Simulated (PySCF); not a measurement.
Te(NH2)(OSiH3) (H5NOSiTe), SMILES N[Te]O[SiH3].

Geometry optimised at PBE0-D3(BJ)/def2-SVP. The structure was generated by enumeration, and PubChem lists no compound with its InChIKey, so it may never have been made. The def2 effective core potentials stand for the cores of Te; spin–orbit coupling is left out. One conformer was computed; it need not be the lowest.

All values below come from PySCF with TDDFT-CAM-B3LYP/def2-SVPD.

Vertical excitations. Isolated molecule, no solvent.

| state | energy (eV) | λ (nm) | f | main pairs |
|---|---|---|---|---|
| S1 | 3.22 | 385 | 0.001 | HOMO→LUMO 96 % |
| S2 | 4.09 | 303 | 0.003 | HOMO→LUMO+1 92 % |
| S3 | 5.64 | 220 | 0.091 | HOMO→LUMO+2 96 % |
| S4 | 5.71 | 217 | 0.012 | HOMO−1→LUMO 77 %, HOMO−2→LUMO 14 % |
| S5 | 5.99 | 207 | 0.004 | HOMO−1→LUMO+1 63 %, HOMO−2→LUMO 22 % |
| S6 | 6.34 | 195 | 0.084 | HOMO−2→LUMO 44 %, HOMO−2→LUMO+1 19 %, HOMO−1→LUMO 13 %, HOMO−1→LUMO+1 11 % |
| S7 | 6.46 | 192 | 0.038 | HOMO→LUMO+3 86 % |
| S8 | 6.55 | 189 | 0.017 | HOMO→LUMO+4 69 %, HOMO→LUMO+6 19 % |
| S9 | 6.78 | 183 | 0.002 | HOMO→LUMO+5 71 %, HOMO→LUMO+6 16 % |
| S10 | 6.88 | 180 | 0.011 | HOMO−3→LUMO 75 % |
| T1 | 2.51 | 494 | 0 | HOMO→LUMO 94 % |
| T2 | 3.33 | 372 | 0 | HOMO→LUMO+1 86 % |
| T3 | 5.07 | 245 | 0 | HOMO−1→LUMO 78 %, HOMO−1→LUMO+1 12 % |
| T4 | 5.36 | 231 | 0 | HOMO−2→LUMO 75 % |
Triplets are in the Tamm–Dancoff approximation, which puts them higher than full response would, so one can lie above its singlet here.
